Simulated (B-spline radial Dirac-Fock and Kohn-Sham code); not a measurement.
**Form factor and incoherent scattering function of Mo¹¹⁺**

System: Mo¹¹⁺, configuration [Ar] 3d10 4s2 4p1.

These are calculated numbers from an atomic code on a B-spline grid; the model is Dirac-Fock orbitals of the configuration average with a finite nucleus. f₀ is the Fourier transform of the spherical electron density, S the Waller-Hartree incoherent function, and s = sin θ/λ.

```tsv
s (Å⁻¹)	f₀	S
0	31.000	0.000
0.05	30.866	0.158
0.1	30.472	0.612
0.15	29.842	1.303
0.2	29.011	2.156
0.25	28.025	3.090
0.3	26.927	4.045
0.35	25.762	4.981
0.4	24.568	5.879
0.45	23.373	6.740
0.5	22.200	7.569
0.6	19.966	9.164
0.7	17.913	10.692
0.8	16.043	12.140
0.9	14.348	13.488
1	12.826	14.731
1.1	11.480	15.875
1.2	10.312	16.930
1.4	8.484	18.799
1.6	7.236	20.374
1.8	6.401	21.685
2	5.822	22.778
2.5	4.825	24.835
3	3.975	26.281
3.5	3.202	27.325
4	2.568	28.073
5	1.759	28.998
6	1.371	29.530
```

f₀ starts at the number of electrons, 31, and has fallen to half at s ≈ 0.83 Å⁻¹. The sum of ⟨r²⟩ over the electrons is 7.319 bohr².
